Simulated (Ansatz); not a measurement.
One change: `FB(Cl)Br` becomes `[F][Al]([Cl])[Br]`.

Ansatz, PBE0-D4/def2-TZVP geometries, multiplicity 1. 

Scalar relativity is left out up to krypton.

| property | `FB(Cl)Br` |
| --- | --- |
| size of the dipole moment (B3LYP/def2-TZVPP) / D | 0.32 |
| HOMO energy (PBE0/def2-TZVPP) / eV | -8.87 |
| HOMO energy (B3LYP/def2-TZVPP) / eV | -8.58 |
| size of the dipole moment (ωB97M-V/def2-TZVPP) / D | 0.29 |
| HOMO–LUMO gap (PBE/def2-TZVPP) / eV | 5.36 |
| HOMO energy (PBE/def2-TZVPP) / eV | -7.51 |

(1) What does the change do to each property? (Estimate.)

Answers

(1) The calculation gave: 
```tsv
property	`[F][Al]([Cl])[Br]`	shift
size of the dipole moment (B3LYP/def2-TZVPP) / D	0.58	0.26
HOMO energy (PBE0/def2-TZVPP) / eV	-9.11	-0.24
HOMO energy (B3LYP/def2-TZVPP) / eV	-8.81	-0.23
size of the dipole moment (ωB97M-V/def2-TZVPP) / D	0.52	0.23
HOMO–LUMO gap (PBE/def2-TZVPP) / eV	5.52	0.16
HOMO energy (PBE/def2-TZVPP) / eV	-7.77	-0.26
```

Dipoles are sizes alone; their direction can turn.

B3LYP here is the variant with VWN-RPA as its local correlation; programs differ in this.

Spin–orbit coupling is left out; it splits and shifts lone-pair levels of the heavy atoms by tenths of an eV.
